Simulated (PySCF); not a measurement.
Input of a run (PBE0-D3(BJ)/def2-SVP geometry optimisation, gas phase (PySCF 2.14.0)), started from GFN2-xTB:
```
{"job": {"xc": "PBE0", "basis": "def2-SVP", "d3": "d3bj", "grid": 1, "maxiter": 40, "shake": 0.03, "kind": "geom"}, "charge": 0, "multiplicity": 1}
B      0.513690    -1.328220     1.054990
H      0.811510    -1.805100     2.012900
H      0.129620    -1.939700     0.091840
S     -1.004400    -0.154560     1.507850
B     -1.781880     0.443260    -0.257340
H     -1.887360    -0.442680    -0.959930
H     -2.725540     1.074390    -0.014700
S     -0.428400     1.702380    -1.025330
B      1.179240     0.706510    -1.177950
H      0.938900    -0.249330    -1.885060
H      1.968220     1.434680    -1.613970
S      1.825400     0.068840     0.544170
H     -2.046250    -1.139490     1.607780
H     -0.204100     2.392350     0.106350
H      2.678570    -0.839440     0.052410
```

Output (energies in Eh, forces in Eh/bohr):
```
step   0  E = -1273.64571434  max force = 0.046262
step   1  E = -1273.66481741  max force = 0.010791
step   2  E = -1273.66652622  max force = 0.004328
step   3  E = -1273.66711567  max force = 0.001745
step   4  E = -1273.66721553  max force = 0.001126
step   5  E = -1273.66728436  max force = 0.000616
step   6  E = -1273.66731300  max force = 0.000720
step   7  E = -1273.66733493  max force = 0.000677
step   8  E = -1273.66733980  max force = 0.000299
optimisation converged
```

Summarise the run.

The energy falls by 0.588 eV over 9 energy and gradient evaluations, the largest force component goes from 0.0463 to 3.0e-04 Eh/bohr, and the atoms move by 0.110 Å rms after alignment. The bond that changes most is B1–H2 (ends: boron bonded to 2 S and 2 H; hydrogen on boron), which lengthens by 0.101 Å. Bonds longer at the end by more than 0.005 Å: 8 of 15; shorter: 5. Among the angles that change most is B5–S4–H13, from 89.1° to 98.0°. Among the dihedrals that turn most is H14–S8–B9–H11, from -79° to -60°. The energy never rose by more than 1e-6 Eh on the way. The first step brought 88 % of the lowering.

What are the final bond lengths?

B1–H2 1.212 Å, B1–H3 1.210 Å, B1–S4 1.951 Å, B1–S12 1.949 Å, S4–B5 1.952 Å, S4–H13 1.351 Å, B5–H6 1.210 Å, B5–H7 1.212 Å, B5–S8 1.928 Å, S8–B9 1.927 Å, S8–H14 1.354 Å, B9–H10 1.210 Å, B9–H11 1.212 Å, B9–S12 1.951 Å, S12–H15 1.350 Å. Numbering counts from 1 in the input's order; the species is (H2B-mu-SH)3 (B3H9S3).

The run used 141 basis functions and 53 SCF cycles in all. The run took 61 s wall on an Arm Neoverse V2 with one thread, no GPU, on a shared host, and the process peaked at 0.60 GiB of memory.

Stationary, but not proved a minimum. One conformer, not necessarily the lowest.
